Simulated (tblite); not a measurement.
Compound: C₆H₈SSi₂.
InChI=1S/C6H8SSi2/c1-2-4-6-5(3-1)7-9-8-6/h1-4H,8-9H2

Computed values, GFN2-xTB/tblite, gas phase, harmonic and unscaled. This tight-binding method is rough: wavenumbers can miss measured ones by several per cent, in bad cases by 10 to 20. Modes of hydrogen on silicon can be 10 to 20 % off.

Harmonic wavenumbers (cm⁻¹): 44.6, 110.8, 192.3, 238.3, 273.3, 326.4, 380.5, 398.2, 437.3, 438.2, 459.1, 473.6, 510.9, 537.8, 551.6, 580.1, 634.8, 660.9, 684.1, 722.6, 767.1, 780.5, 810.1, 879.4, 912.2, 925.3, 1005.0, 1093.7, 1133.7, 1160.8, 1178.9, 1247.8, 1306.7, 1400.0, 1433.9, 1554.4, 1579.3, 2211.8, 2220.2, 2266.4, 2282.8, 3065.0, 3078.5, 3088.0, 3096.2.

A = 1866, B = 855.1, C = 594.2 MHz; mass 167.989 u (most abundant isotopes); point group Cs, symmetry number 1.

**Question.** Zero-point energy?

**Answer.** ½Σν̃ = 24567 cm⁻¹ = 70.24 kcal/mol.

**Question.** Entropy at 298.15 K, 1 bar (ideal gas, RRHO, classical rotation)?

**Answer.** Translation 41.29, rotation 30.21, vibration 25.41: S = 96.9 cal/(mol K).

**Question.** And Cp and H(298.15 K) − H(0)?

**Answer.** Cp = 40.89 cal/(mol K), of which vibrations give 32.94 (their classical limit is 45 R = 89.4); H(298.15 K) − H(0) = 6.77 kcal/mol without the zero-point energy, 4.40 from vibrations.

**Question.** What must be added to the electronic energy to get the Gibbs energy at 298.15 K and 1 bar?

**Answer.** ZPE + [H(298.15 K) − H(0)] − T·S = 70.24 + 6.77 − 28.89 = 48.12 kcal/mol.

**Question.** Blend soft modes into free rotors: weight 1/[1 + (100 cm⁻¹/ν̃)⁴] for the oscillator and the rest for a rotor with moment μB/(μ + B), μ = h/(8π²ν), B = 10⁻⁴⁴ kg m². What vibrational entropy results?

**Answer.** 23.91 cal/(mol K) in place of 25.41, which changes −T·S at 298.15 K by +0.45 kcal/mol.

**Question.** How do the functions run with temperature in this model?

**Answer.** 
```tsv
T (K)	S (cal/(mol K))	Cp (cal/(mol K))	H − H(0) (kcal/mol)	G − H(0) (kcal/mol)	ln q(vib)
150	75.8	22.0	2.06	-9.31	2.01
250	90.2	35.3	4.93	-17.62	4.19
400	110.4	50.8	11.46	-32.69	7.97
600	133.8	64.3	23.09	-57.17	13.17
900	162.3	76.1	44.33	-101.75	20.49
```

q(vib) and H(0) count from the zero-point level.

Hindered rotation and anharmonicity are outside this model.

Time: 1.5 s of wall time. Hardware: one thread of an Arm Neoverse N1, shared host with 64 logical CPUs at a one-minute load of 60. The figure is for the frequency step alone.
